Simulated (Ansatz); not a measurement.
CH3CdCl, SMILES `[CH3][Cd][Cl]`. Total charge 0; spin multiplicity 1. Correlated methods include outer-core shells of Cd, which these sets cover unevenly. Cd takes the def2 core potential.

| atom | x (Å) | y (Å) | z (Å) |
| --- | --- | --- | --- |
| C1 | 0.5490 | -0.5309 | -0.4706 |
| Cd2 | -0.7324 | 0.7084 | 0.6279 |
| Cl3 | -2.1352 | 2.0651 | 1.8305 |
| H4 | 0.2949 | -0.4738 | -1.5289 |
| H5 | 1.5803 | -0.2082 | -0.3294 |
| H6 | 0.4435 | -1.5606 | -0.1295 |

(1) Give the diagnostics of a CCSD(T)/def2-TZVPP run (frozen core, Ansatz 0.2.0). (Estimate.)

## Answers

(1) Computed: T1 = 0.0120, largest single amplitude 0.033, largest double 0.032, (T) share of the correlation energy 3.2 %, 10 CCSD cycles. The RHF solution is stable towards an unrestricted one. T1 lies under the customary mark of 0.02 for closed shells.
